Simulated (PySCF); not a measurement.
Computed with PBE-D3(BJ)/def2-TZVP // B3LYP-D3(BJ)/def2-TZVP (PySCF 2.14.0). Gas-phase values, no solvent. 

Reference species (SMILES): `[F][GeH2]` (neutral, multiplicity 2).

```yaml
dipole_moment: 1.90 D
```

Changed species: `[GeH3]` (radical fragment; the reference has radical fragment).

**Question.** Give the shifts of the dipole moment.

**Answer.** the dipole moment drops by 1.85 D, to 0.05 D.
